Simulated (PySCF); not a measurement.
Members of one series of related molecules.

All values: wB97X-D/def2-SVPD (PySCF) at PBE0-D3(BJ)/def2-SVP geometries, gas phase, one conformer each. Core orbitals are frozen in the response; Δα² is half the sum of the squared differences of the principal polarisabilities.

Question: Rank by dipole moment, lowest first.
A. `[CH3:1][S:2][c:3]1[n:4][cH:5][cH:6][cH:7][p:8]1` with C1–S2–C3–N4 1°
B. `[CH3:1][O:2][c:3]1[cH:4][cH:5][p:6][cH:7][n:8]1` with C1–O2–C3–C4 180°
C. `c1cncpc1`

Answer: B (1.41 D), C (1.96 D), A (2.16 D).

Question: Rank by HOMO energy, highest first.
A. `CSc1ncccp1`
B. `c1cc(OC)ncp1`
C. `c1cncpc1`

Answer: A (-7.99 eV), B (-8.43 eV), C (-9.06 eV).

Question: Rank by mean static polarisability, lowest first.
A. `c1(SC)ncccp1`
B. `C=Cc1ncccp1`
C. `c1cncpc1`
D. `COc1ccpcn1`

Answer: C (11.19 Å³), D (14.24 Å³), B (15.87 Å³), A (16.92 Å³).

All values together:

```tsv
SMILES	formula	μ (D)	HOMO (eV)	LUMO (eV)	α (Å³)	Δα (Å³)	electrons	α per electron (Å³)	ΔSCF removal energy (eV)
c1cncpc1	C4H4NP	1.96	-9.06	-0.21	11.19	6.38	50	0.224	9.30
COc1ccpcn1	C5H6NOP	1.41	-8.43	0.28	14.24	9.28	66	0.216	8.58
C=Cc1ncccp1	C6H6NP	1.49	-8.49	-0.29	15.87	11.34	64	0.248	8.57
CSc1ncccp1	C5H6NPS	2.16	-7.99	-0.25	16.92	10.95	74	0.229	8.11
```

Conformers: `[CH3:1][O:2][c:3]1[cH:4][cH:5][p:6][cH:7][n:8]1` with C1–O2–C3–C4 180°; `[CH2:1]=[CH:2][c:3]1[n:4][cH:5][cH:6][cH:7][p:8]1` with C1–C2–C3–N4 1°; `[CH3:1][S:2][c:3]1[n:4][cH:5][cH:6][cH:7][p:8]1` with C1–S2–C3–N4 1°.
